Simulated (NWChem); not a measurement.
Species: C$_{2}$H$_{6}$NO cation; SMILES C(N)(=[OH+])C

```xyz
10

C      0.1849    -1.4055    -0.0001
C     -0.0070     0.0615     0.0001
N      0.9892     0.8984     0.0000
O     -1.1873     0.5901     0.0000
H     -0.3037    -1.8370     0.8888
H      1.2442    -1.6875     0.0049
H     -0.2972    -1.8366    -0.8928
H      0.8181     1.9041    -0.0001
H      1.9515     0.5740    -0.0003
H     -1.9059    -0.0620     0.0003
```
Atoms are numbered in this order, from 1.

Coordinates come from a PBE0/def2-SVP optimisation.

Question: List the 6 lowest vertical singlet excitations from LDA (Slater exchange, VWN5)/6-31G* (spherical d), full TDDFT (NWChem).

Answer: 
| state | energy (eV) | oscillator strength | leading excitation (squared amplitude) |
|---|---|---|---|
| S1 | 7.66 | 0.001 | HOMO−1 → LUMO (0.98) |
| S2 | 8.13 | 0.270 | HOMO → LUMO (0.97) |
| S3 | 8.41 | 0.005 | HOMO−3 → LUMO (0.97) |
| S4 | 8.50 | 0.141 | HOMO−2 → LUMO (0.96) |
| S5 | 8.94 | 0.000 | HOMO → LUMO+1 (0.99) |
| S6 | 10.23 | 0.003 | HOMO → LUMO+2 (0.90) |
